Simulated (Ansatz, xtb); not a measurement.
Relative energy of two isomers of C4H4N2O2

Structure a: `Nc1cncoc1=O`, a singlet. Structure b: `O=C(O)c1cn[nH]c1`, a singlet. Both are isolated molecules in the gas phase, relaxed with r2SCAN-D4/def2-SVP; the shapes shown needn't be the lowest conformers.

a (Å):

```yaml
atoms:
  - { symbol: C, position_ang: [-0.3183, 0.2130, 0.5384] }
  - { symbol: C, position_ang: [-0.4268, 1.5869, 0.5432] }
  - { symbol: C, position_ang: [1.6705, 1.8533, -0.2884] }
  - { symbol: C, position_ang: [0.9240, -0.3907, 0.0419] }
  - { symbol: N, position_ang: [-1.2436, -0.6850, 0.9752] }
  - { symbol: N, position_ang: [0.5922, 2.4033, 0.1250] }
  - { symbol: O, position_ang: [1.8871, 0.5128, -0.3544] }
  - { symbol: O, position_ang: [1.1322, -1.5771, -0.0434] }
  - { symbol: H, position_ang: [-2.1991, -0.3904, 1.1240] }
  - { symbol: H, position_ang: [-1.0751, -1.6541, 0.7271] }
  - { symbol: H, position_ang: [-1.3405, 2.0815, 0.8919] }
  - { symbol: H, position_ang: [2.5397, 2.4176, -0.6379] }
```

b (Å):

```yaml
atoms:
  - { symbol: C, position_ang: [-1.2198, 1.2719, 0.0248] }
  - { symbol: C, position_ang: [-0.0228, 0.4569, 0.2344] }
  - { symbol: C, position_ang: [0.1107, -0.9351, -0.0163] }
  - { symbol: C, position_ang: [1.2258, 0.8462, 0.7141] }
  - { symbol: N, position_ang: [1.3287, -1.3698, 0.2802] }
  - { symbol: N, position_ang: [1.9785, -0.2747, 0.7178] }
  - { symbol: O, position_ang: [-2.2776, 0.8623, -0.3984] }
  - { symbol: O, position_ang: [-1.0190, 2.5692, 0.3619] }
  - { symbol: H, position_ang: [-1.8632, 3.0199, 0.1880] }
  - { symbol: H, position_ang: [-0.6476, -1.6167, -0.4014] }
  - { symbol: H, position_ang: [2.9467, -0.3628, 1.0077] }
  - { symbol: H, position_ang: [1.6030, 1.8143, 1.0382] }
```

Question: Which of the two would you expect CCSD(T)/def2-SVP + ΔMP2/def2-TZVPP electronic energies to favour?

Answer: Structure b; the calculation gives E(b) − E(a) = −32.6 kJ/mol.

How the difference moves with the method:

| level | geometry | E(b) − E(a) (kJ/mol) | departure from the last row (kJ/mol) | job, with rough time for the two |
| --- | --- | --- | --- | --- |
| GFN2-xTB | GFN2-xTB | +0.2 | +32.8 | optimisation, 0.14 s |
| HF/STO-3G | GFN2-xTB | −39.3 | −6.7 | single point, 0.36 s |
| r2SCAN-D4/def2-SVP//GFN2-xTB | GFN2-xTB | −18.3 | +14.3 | single point, 3.5 s |
| r2SCAN-D4/def2-SVP | r2SCAN-D4/def2-SVP | −19.1 | +13.5 | optimisation, 31 s |
| HF/def2-SVP | r2SCAN-D4/def2-SVP | −36.1 | −3.5 | part of the CCSD(T) run |
| MP2/def2-SVP | r2SCAN-D4/def2-SVP | −51.4 | −18.8 | part of the CCSD(T) run |
| CCSD(T)/def2-SVP | r2SCAN-D4/def2-SVP | −39.5 | −6.9 | single point |
| CCSD(T)/def2-SVP + ΔMP2/def2-TZVPP | r2SCAN-D4/def2-SVP | −32.6 |  | single point, 71 s |

As drawn, b has 2 C∷C, 2 C∷N, 1 N∷N, 1 O–H in place of 2 C–N, 1 C=C, 1 C=N, 1 C–O, 1 N–H (∷ is an aromatic bond). Structure a has a 6-membered ring, b a 5-membered ring (with an aromatic ring).

GFN2-xTB finds them nearly level. The largest departure from CCSD(T)/def2-SVP + ΔMP2/def2-TZVPP is that of GFN2-xTB, 32.8 kJ/mol. The last row adds to CCSD(T) the change of the MP2 difference between the two basis sets, here +6.9 kJ/mol.

With thermal terms from frequencies at re-optimised GFN2-xTB minima (ideal gas, soft modes damped towards free rotors, one conformer each, 298.15 K, 1 atm): on the last row, ΔE + ΔZPE = −29.0, ΔH = −29.3, ΔG = −30.6 kJ/mol.

The correlated steps freeze 8 core orbitals. Run with Ansatz 0.2.0, xtb 6.7.1; the last row on 4 threads of Arm Neoverse V1 on a shared host.
